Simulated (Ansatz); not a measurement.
Relaxation of BClF$_{2}$H$_{3}$N (8 atoms, charge 0, multiplicity 1), to a largest force component of 0.03 eV/Å in at most 50 steps.

These are results of RKS PBE/def2-SVP in Ansatz 0.2.0, not measurements.

```xyz
8
Properties=species:S:1:pos:R:3:forces:R:3
B 0.016 0.432 0.048 -0.15 -0.30 1.05
Cl -0.242 0.775 1.827 0.12 0.01 -0.88
F 1.237 0.509 -0.450 0.07 0.01 -0.02
F -1.035 0.347 -0.749 -0.03 0.00 -0.01
N 0.102 -2.200 0.782 -0.14 0.66 0.31
H -0.589 -2.924 0.549 0.00 0.02 0.01
H 1.006 -2.670 0.911 0.00 -0.01 0.00
H -0.164 -1.797 1.706 0.14 -0.39 -0.46
```

Problem. Where does it end, and by what steps?

Solution. The run converged. The force dipped under the threshold on the way, but the program's further checks kept it going. After 16 steps the energy has fallen by 0.846 eV; H6 moved furthest, 0.93 Å. Joined: B1–N5 (2.73 → 1.67 Å).

| step | energy less start (eV) | largest force component (eV/Å) | accepted |
| --- | --- | --- | --- |
| 0 | 0.0000 | 1.051 | yes |
| 1 | -0.1083 | 0.722 | yes |
| 2 | -0.3976 | 0.754 | yes |
| 3 | -0.7028 | 1.025 | yes |
| 4 | -0.6533 | 2.937 | no |
| 5 | -0.7942 | 0.310 | yes |
| 6 | -0.8184 | 0.137 | yes |
| 7 | -0.8236 | 0.119 | yes |
| 8 | -0.8266 | 0.166 | yes |
| 9 | -0.8345 | 0.190 | yes |
| 10 | -0.8439 | 0.043 | yes |
| 11 | -0.8454 | 0.049 | yes |
| 12 | -0.8453 | 0.133 | no |
| 13 | -0.8435 | 0.268 | no |
| 14 | -0.8457 | 0.029 | yes |
| 15 | -0.8460 | 0.074 | yes |
| 16 | -0.8462 | 0.023 | yes |

```xyz
8
Properties=species:S:1:pos:R:3
B 0.006 -0.172 0.258
Cl 0.208 0.793 1.834
F 1.064 -0.050 -0.608
F -1.231 -0.038 -0.321
N 0.062 -1.763 0.776
H -0.059 -2.416 -0.014
H 0.967 -1.952 1.232
H -0.684 -1.932 1.468
```

The run took 29 s on 2 threads of Arm Neoverse V2, on a shared host, peak memory 0.14 GiB.
